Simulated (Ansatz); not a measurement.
Geometry optimisation, Ansatz, RKS PBE0/6-31G*.

input.yaml

```yaml
crystal:
  periodic: [false, false, false]
  atoms:
    - { symbol: Al, position_ang: [0.04346, -0.338311, -0.22102] }
    - { symbol: F, position_ang: [-0.019844, -0.560802, 1.440764] }
    - { symbol: H, position_ang: [1.43333, -0.337228, -0.965884] }
    - { symbol: "N", position_ang: [-1.509473, -0.2172, -1.062136] }
    - { symbol: H, position_ang: [-2.417201, -0.271789, -0.61983] }
    - { symbol: H, position_ang: [-1.603411, -0.038065, -2.051067] }
    - { symbol: P, position_ang: [-0.389102, 2.793143, 1.228959] }
    - { symbol: H, position_ang: [-1.794656, 2.995454, 1.31554] }
    - { symbol: H, position_ang: [-0.109318, 3.441767, 2.465771] }
    - { symbol: H, position_ang: [-0.426085, 1.493332, 1.802503] }
basis:
  gaussian: { orbitals: "6-31G*" }
hamiltonian:
  xc: pbe0
relax:
  f_tol: 0.03
  max_steps: 50
```

Launched with:

```bash
$ ansatz run input.yaml --threads 1 --pin off --max-ram 2048MiB --backend cpu --events-out ev --progress --plain --runs-dir out
```

**Question.** Where does it end, and by what steps?

**Answer.** The forces met the threshold. The force dipped under the threshold on the way, but the program's further checks kept it going. After 14 steps the energy has fallen by 0.471 eV; H10 moved furthest, 1.32 Å. Joined: Al1–P7 (3.48 → 2.58 Å).

```json
{"step": "0", "energy less start (eV)": "0.0000", "largest force component (eV/Å)": "0.401", "accepted": "yes"}
{"step": "1", "energy less start (eV)": "-0.0259", "largest force component (eV/Å)": "0.499", "accepted": "yes"}
{"step": "2", "energy less start (eV)": "-0.0376", "largest force component (eV/Å)": "0.642", "accepted": "yes"}
{"step": "3", "energy less start (eV)": "-0.0560", "largest force component (eV/Å)": "0.582", "accepted": "yes"}
{"step": "4", "energy less start (eV)": "-0.0923", "largest force component (eV/Å)": "1.021", "accepted": "yes"}
{"step": "5", "energy less start (eV)": "-0.1761", "largest force component (eV/Å)": "1.057", "accepted": "yes"}
{"step": "6", "energy less start (eV)": "-0.2611", "largest force component (eV/Å)": "0.984", "accepted": "yes"}
{"step": "7", "energy less start (eV)": "-0.3390", "largest force component (eV/Å)": "0.599", "accepted": "yes"}
{"step": "8", "energy less start (eV)": "-0.3962", "largest force component (eV/Å)": "0.320", "accepted": "yes"}
{"step": "9", "energy less start (eV)": "-0.4214", "largest force component (eV/Å)": "0.456", "accepted": "yes"}
{"step": "10", "energy less start (eV)": "-0.4524", "largest force component (eV/Å)": "0.261", "accepted": "yes"}
{"step": "11", "energy less start (eV)": "-0.4628", "largest force component (eV/Å)": "0.131", "accepted": "yes"}
{"step": "12", "energy less start (eV)": "-0.4698", "largest force component (eV/Å)": "0.038", "accepted": "yes"}
{"step": "13", "energy less start (eV)": "-0.4706", "largest force component (eV/Å)": "0.012", "accepted": "yes"}
{"step": "14", "energy less start (eV)": "-0.4708", "largest force component (eV/Å)": "0.029", "accepted": "yes"}
```

```xyz
10
Properties=species:S:1:pos:R:3
Al 0.028 0.053 -0.124
F 0.401 -0.881 1.217
H 1.210 0.608 -1.039
N -1.596 -0.165 -0.859
H -2.345 -0.706 -0.450
H -1.765 -0.032 -1.847
P -0.518 2.126 1.315
H -0.965 3.308 0.688
H 0.372 2.710 2.245
H -1.613 1.939 2.188
```

Whether the end is a true minimum wasn't checked by a vibrational analysis.

Run time: 61 s on 1 thread of Arm Neoverse V2, on a shared host, peak memory 0.16 GiB.
